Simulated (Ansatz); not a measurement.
`C=C(Br)BC` → `BC(=C)Br` + `[CH2]` (triplet) at 700 K and 1 bar (formal loss of a carbene).

Isolated molecules relaxed with PBE0-D4/def2-TZVP in Ansatz; ΔE leaves out vibrations. CCSD(T)/CBS is the MP2 limit (def2-TZVPP, def2-QZVPP) plus CCSD(T) − MP2 in def2-TZVPP, frozen cores. This one scheme is used for every species. Triplets are unrestricted, without spin–orbit coupling. For Br outer-core shells are correlated without core-valence functions, which leaves a few kJ/mol of doubt a bond. Scalar relativity is left out up to krypton. Each species was taken in one conformer, which may not be the lowest.

```json
{"species": "`C=C(Br)BC`", "CCSD(T)/CBS energy (Eh)": "-2715.86330", "H − E (kJ/mol)": "291.1", "S (J/(mol·K))": "466.7"}
{"species": "`BC(=C)Br`", "CCSD(T)/CBS energy (Eh)": "-2676.58084", "H − E (kJ/mol)": "198.2", "S (J/(mol·K))": "395.7"}
{"species": "`[CH2]` (triplet)", "CCSD(T)/CBS energy (Eh)": "-39.09499", "H − E (kJ/mol)": "70.4", "S (J/(mol·K))": "226.8"}
```

H − E and S are ideal-gas, rigid-rotor, harmonic terms from PBE0-D4/def2-TZVP, for one conformer and one mirror image of each species, with the whole ground term of open shells counted as degenerate. 1 Eh = 2625.50 kJ/mol, R = 8.31446 J/(mol·K).

Task: By hand: ΔE, ΔH, ΔS and ΔG.

Result: ΔE = (-2676.58084) + (-39.09499) − (-2715.86330) = 0.18747 Eh = 492.2 kJ/mol. Δ(H − E) = 198.2 + 70.4 − 291.1 = -22.5, so ΔH = 469.7 kJ/mol. ΔS = 395.7 + 226.8 − 466.7 = 155.8 J/(mol·K). ΔG = 469.7 − 700 × (155.8)/1000 = 360.6 kJ/mol.

Task: By hand: the equilibrium constant, and the temperature at which ΔG would vanish if ΔH and ΔS stayed fixed.

Result: log₁₀ K = −ΔG/(RT ln 10) = -26.9. ΔG = 0 at ΔH/ΔS = 3015 K, far beyond where these terms or the molecules hold.

The number of gas molecules changes by +1, which sets the sign of ΔS. A doubt of 5 kJ/mol in ΔE shifts log₁₀ K by 0.4 here. Other conformers and mirror images would add mixing entropy, several J/(mol·K) or more a flexible species. Modes under 60 cm⁻¹, often nearly free rotors, make the harmonic entropy too high. A triplet takes part, so the spin changes. These are equilibria of isolated gas molecules and say nothing of rates. Largest T1 diagnostic: 0.011 (customary marks: 0.02 for closed shells, 0.045 for open ones).
